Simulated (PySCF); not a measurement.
# Electron correlation in Rh (rhodium, neutral)

[Kr] 4d8 5s1, high-spin 4F determinant. Calculation: PySCF 2.14, in def2-QZVPPD with the def2 core potential (28 electrons) (7s5p4d4f2g, 88 functions); a scalar-relativistic core potential. Frozen: 4s2 4p6; 9 electrons correlated.

| level | correlation energy (mhartree) |
| --- | --- |
| CCSD | -255.86 |
| (T) | -11.66 |
| CCSD(T) | -267.52 |

Diagnostics: T1 = 0.017, D1 = 0.0669, largest double amplitude 0.018.

Cost of the coupled-cluster step: roughly 30 core-seconds, for 9 correlated electrons.
